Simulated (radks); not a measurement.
Kinetic energies: the exact non-interacting value of the Kohn-Sham orbitals and orbital-free approximations, as 100 (|E| - |E exact|)/|E exact|, negative where the magnitude is too small. Species: Cu [Ar] 3d10 4s1; He [He]; K4+ [Ne] 3s2 3p3; Kr [Kr]. Calculated with a radial shooting solver on a logarithmic mesh with Libxc functionals: non-relativistic Kohn-Sham, PBE, spin-polarised, spherical densities, point nucleus. Every spin shell is full or empty, so the densities are truly spherical. Functionals are evaluated on that one density, not self-consistently.

functional,Cu,He,K4+,Kr
exact (hartree),1639.11,2.85595,593.953,2751.84
Thomas-Fermi,-6.45,-11.25,-7.04,-5.87
von Weizsacker,-50.06,0.00,-41.69,-53.66
TF + vW,+43.48,+88.75,+51.26,+40.47
TF + vW/9,-0.91,-0.13,-0.56,-0.72
LC94,-0.14,-0.44,+0.14,+0.04
revAPBEK,+0.20,+0.38,+0.59,+0.33
Perdew 92,-0.89,-0.11,-0.55,-0.71
Thakkar,-0.57,-0.13,-0.12,-0.48
Pearson,-1.34,-4.91,-1.45,-1.06
LKT,+23.64,+58.84,+29.09,+21.78
PG1,+18.73,+51.16,+23.48,+17.20
DePristo-Kress,-0.22,-0.41,+0.06,-0.07
Ernzerhof,-0.51,+3.08,+0.02,-0.38
